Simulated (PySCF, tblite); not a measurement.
Isomers of C5H9ClOSi2. Calculated harmonic vibrations of the isolated species, GFN2-xTB (tblite), most abundant isotopes, no scaling. This tight-binding method is rough: wavenumbers can miss measured ones by several per cent, in bad cases by 10 to 20. Modes of hydrogen on silicon can be 10 to 20 % off. One conformer each.

Electronic energies: PBE0/pcSseg-1 single points on the GFN2-xTB geometries (PySCF, gas phase).

```tsv
SMILES	electronic energy, lowest = 0 (kcal/mol)
O=CC#C[C@]([SiH3])(Cl)C[SiH3]	89.2
ClCC#C[C@@H]1C[SiH2]O[SiH2]1	18.6
CC(=O)[Si@@]1(Cl)C=CC[SiH2]1	0.0
```

How do GFN2-xTB zero-point energies change the relative energies?

```json
{"SMILES": "CC(=O)[Si@@]1(Cl)C=CC[SiH2]1", "ZPE (kcal/mol)": "77.3", "of it from modes above 1550 cm⁻¹": "41.3", "electronic (kcal/mol)": "0.0", "with ZPE, lowest = 0 (kcal/mol)": "0.0", "lowest mode (cm⁻¹)": "25", "rings": "1"}
{"SMILES": "ClCC#C[C@@H]1C[SiH2]O[SiH2]1", "ZPE (kcal/mol)": "75.1", "of it from modes above 1550 cm⁻¹": "37.7", "electronic (kcal/mol)": "18.6", "with ZPE, lowest = 0 (kcal/mol)": "16.5", "lowest mode (cm⁻¹)": "14", "rings": "1"}
{"SMILES": "O=CC#C[C@]([SiH3])(Cl)C[SiH3]", "ZPE (kcal/mol)": "69.3", "of it from modes above 1550 cm⁻¹": "37.8", "electronic (kcal/mol)": "89.2", "with ZPE, lowest = 0 (kcal/mol)": "81.3", "lowest mode (cm⁻¹)": "40", "rings": "0"}
```

The zero-point energies span 8.0 kcal/mol, from `O=CC#C[C@]([SiH3])(Cl)C[SiH3]` to `CC(=O)[Si@@]1(Cl)C=CC[SiH2]1`. The order is unchanged.

And how do the electronic energies of GFN2-xTB itself compare?

`CC(=O)[Si@@]1(Cl)C=CC[SiH2]1` 41.9; `ClCC#C[C@@H]1C[SiH2]O[SiH2]1` 0.0; `O=CC#C[C@]([SiH3])(Cl)C[SiH3]` 77.4 kcal/mol, lowest = 0. Against the energies above, taken from the same isomer `CC(=O)[Si@@]1(Cl)C=CC[SiH2]1`, the largest difference is 60.5 kcal/mol.
